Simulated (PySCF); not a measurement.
**Computed properties of CF3, SMILES [C](F)(F)F**

CF3, SMILES F[C](F)F (connectivity only; charge and spin as stated), charge +1, multiplicity 1. Geometry: B3LYP-D3(BJ)/def2-TZVP. The multiplicity is an assumed one; other spin states were not compared. The isomer is the one that the SMILES or the coordinates give; other isomers of the formula were not compared. One conformer was computed; it need not be the lowest. All values are computed for the isolated molecule unless a solvent is named; none is compared with measurement here.

**Structure.** The optimised structure has D3h symmetry. All 6 harmonic modes at B3LYP-D3(BJ)/def2-TZVP (PySCF) are real, so it is a minimum. With heavy atoms numbered as in [F:1][C:2]([F:3])[F:4], the shortest bond between them is F1–C2 at 1.236 Å and the longest C2–F4 at 1.236 Å.

**Vibrations.** The strongest infrared lines (harmonic, unscaled, degenerate partners summed) lie at 1660 cm⁻¹ (876 km/mol, C 74 %, F 26 %), 798 cm⁻¹ (63 km/mol, C 83 %, F 17 %), 587 cm⁻¹ (24 km/mol, F 91 %, C 9 %). The softest mode is at 587 cm⁻¹ and the zero-point energy is 9.1 kcal/mol.

**Electronic structure.** HF/def2-TZVPD (PySCF) places the frontier levels at -28.00 and -5.55 eV, a gap of 22.45 eV and a mean polarisability of 12.0 bohr³.

**Excitations.** TDA-CAM-B3LYP/def2-SVPD (PySCF) has S1 at 8.65 eV (143 nm, f = 0.000, dark); the most intense of the 10 singlets computed lies at 11.40 eV (f = 0.32). Strengths of degenerate partners are summed. T1 (TDA) is at 8.30 eV, 0.35 eV under S1. No vertical singlet excitation falls in the visible range (under 3.1 eV).

**NMR.** GIAO shifts at KT2/pcSseg-2 (PySCF) (non-relativistic, atoms alike by connectivity averaged): ¹³C at 161.6 ppm against TMS; ¹⁹F at 9.1 ppm against CFCl3.
